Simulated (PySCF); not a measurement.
C₃H₆O₃.

```xyz
12

C      2.3146     0.0000     0.0182
O      1.0776     0.0000     0.7051
C      0.0000     0.0000    -0.0709
O      0.0000     0.0000    -1.2732
O     -1.0776     0.0000     0.7051
C     -2.3146     0.0000     0.0182
H      2.4129     0.8924    -0.6176
H      3.0925     0.0000     0.7905
H      2.4129    -0.8924    -0.6176
H     -3.0925     0.0000     0.7905
H     -2.4129    -0.8924    -0.6176
H     -2.4129     0.8924    -0.6176
```
Charge 0, spin multiplicity 1.

The structure is a stationary point at PBE0-D3(BJ)/def2-SVP.

Method: PBE/pcSseg-1 (PySCF). Non-relativistic, no solvent.

Task: Give the absolute GIAO shielding of each atom: isotropic value and principal components (ppm). (Estimate from the structure and the level; the computed values follow.)

Result: 
| atom | σ(iso) | σ11 | σ22 | σ33 | span |
|---|---|---|---|---|---|
| C1 | 124.7 | 96.0 | 103.9 | 174.4 | 78.5 |
| O2 | 182.6 | 43.0 | 222.5 | 282.4 | 239.5 |
| C3 | 20.4 | -60.8 | 44.1 | 78.0 | 138.8 |
| O4 | 25.2 | -126.4 | -107.2 | 309.3 | 435.7 |
| O5 | 182.6 | 43.0 | 222.5 | 282.4 | 239.5 |
| C6 | 124.7 | 96.0 | 103.9 | 174.4 | 78.5 |
| H7 | 27.5 | 24.1 | 25.3 | 33.2 | 9.1 |
| H8 | 27.6 | 24.0 | 26.0 | 32.9 | 8.9 |
| H9 | 27.5 | 24.1 | 25.3 | 33.2 | 9.1 |
| H10 | 27.6 | 24.0 | 26.0 | 32.9 | 8.9 |
| H11 | 27.5 | 24.1 | 25.3 | 33.2 | 9.1 |
| H12 | 27.5 | 24.1 | 25.3 | 33.2 | 9.1 |
